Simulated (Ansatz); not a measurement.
Consider the ligand exchange at the Nb–F bond: `[NH]=[Nb]([F])([Cl])[Cl]` + NH₃ → `[NH]=[Nb]([NH2])([Cl])[Cl]` + H–F.

Computed with Ansatz on PBE0-D4/def2-TZVP structures; ΔE is electronic, products minus reactants. CCSD(T)/CBS is the MP2 limit (def2-TZVPP, def2-QZVPP) plus CCSD(T) − MP2 in def2-TZVPP, frozen cores. This one scheme is used for every species. Functionals use def2-TZVPP. def2 core potentials past Kr. For Nb outer-core shells are correlated without core-valence functions, which leaves a few kJ/mol of doubt a bond. Each species was taken in one conformer, which may not be the lowest.

| level | ΔE (eV) |
| --- | --- |
| B2PLYP | 0.68 |
| r2SCAN0 | 0.69 |

(1) What does CCSD(T)/CBS give? (Estimate.)

Largest T1 diagnostic among the species: 0.020.

## Answers

(1) Ansatz gave: +0.55 eV. The listed levels differ from it by 0.13, 0.14 eV.

In def2-TZVPP, CCSD(T) changes the Hartree–Fock value by −0.19 eV (the triples alone add −0.02 eV) and MP2 by −0.26 eV. From BLYP to BHLYP (50 % exact exchange), in def2-TZVPP and without D4, ΔE moves by −0.08 eV. Leaving LDA and LC-ωPBE aside and taking each functional with its dispersion term where it has one, the values, not all of them listed here, spread over 0.20 eV, from PBE-QIDH to B97M-V. LDA lies −0.11 eV from PBE without D4.
